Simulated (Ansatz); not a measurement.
`[NH]=[W](=[NH])([OH])[F]`, relaxed with RKS PBE0-D4/def2-TZVP in the Gaussian-basis code of Ansatz from a GFN2-xTB geometry. The force threshold is 0.005 eV/Å; the program also tests the step.

Total charge 0; spin multiplicity 1. W takes the def2 core potential.

Start:

```xyz
8

N    -0.363   -0.750    1.500
W     0.108    0.273    0.107
N     1.400   -0.498   -0.864
O    -1.361    0.789   -0.929
F     0.791    1.921    0.793
H    -0.522   -1.477    2.198
H     2.091   -1.100   -1.313
H    -2.144    0.843   -1.493
```

| step | energy (eV) | largest force (eV/Å) | largest move (Å) |
| --- | --- | --- | --- |
| 1 | -9617.1628 | 1.486 | 0.000 |
| 2 | -9617.3231 | 1.525 | 0.149 |
| 3 | -9617.4053 | 0.374 | 0.061 |
| 4 | -9617.4586 | 0.306 | 0.091 |
| 5 | -9617.4813 | 0.998 | 0.148 |
| 6 | -9617.5172 | 0.286 | 0.106 |
| 7 | -9617.5192 | 0.199 | 0.075 |
| 8 | -9617.5238 | 0.059 | 0.044 |
| 9 | -9617.5248 | 0.123 | 0.022 |
| 10 | -9617.5372 | 0.239 | 0.162 |
| 11 | -9617.5464 | 0.354 | 0.090 |
| 12 | -9617.5742 | 0.307 | 0.171 |
| 13 | -9617.5743 | 0.307 | 0.003 |
| 14 (rejected) | -9617.4702 | 2.783 | 0.196 |
| 15 | -9617.5817 | 0.195 | 0.088 |
| 16 (rejected) | -9617.5791 | 0.256 | 0.042 |
| 17 | -9617.5835 | 0.036 | 0.021 |
| 18 | -9617.5837 | 0.013 | 0.008 |
| 19 | -9617.5837 | 0.012 | 0.004 |
| 20 | -9617.5837 | 0.004 | 0.002 |

End:

```xyz
8

N    -0.496   -0.642    1.306
W     0.147    0.387    0.051
N     1.407   -0.417   -0.847
O    -1.250    0.776   -1.168
F     0.864    1.922    0.854
H    -0.547   -1.490    1.850
H     2.041   -1.151   -1.117
H    -2.166    0.616   -0.929
```

It took 61 s on 4 threads of an Arm Neoverse V2 on a shared host, with 0.43 GiB of host memory at the peak.
